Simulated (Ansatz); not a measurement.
Isolated molecules relaxed with PBE0-D4/def2-TZVP in Ansatz; ΔE leaves out vibrations. CCSD(T)/CBS adds triple-zeta CCSD(T) − MP2 to the extrapolated MP2 energy (def2 sets, frozen cores). Functionals use def2-TZVPP. For Ge outer-core shells are correlated without core-valence functions, which leaves a few kJ/mol of doubt a bond. Scalar relativity is left out up to krypton. One conformer a species, not always the lowest.

Consider the redistribution: `[CH3][GeH]([NH2])[OH]` + `Cl[SiH]1[SiH2][SiH2]1` → `[CH3][Ge]([NH2])([OH])[Cl]` + `[SiH2]1[SiH2][SiH2]1`.

```
                     species  PBE0-D4 energy (Eh)
     `[CH3][GeH]([NH2])[OH]`          -2248.97104
     `Cl[SiH]1[SiH2][SiH2]1`          -1331.22345
`[CH3][Ge]([NH2])([OH])[Cl]`          -2708.49895
      `[SiH2]1[SiH2][SiH2]1`           -871.70271
```

Work out ΔE.

ΔE = (-2708.49895) + (-871.70271) − (-2248.97104) − (-1331.22345) = -0.00717 Eh = -18.8 kJ/mol. CCSD(T)/CBS gives -16.0 kJ/mol.

Largest T1 diagnostic among the species: 0.015.
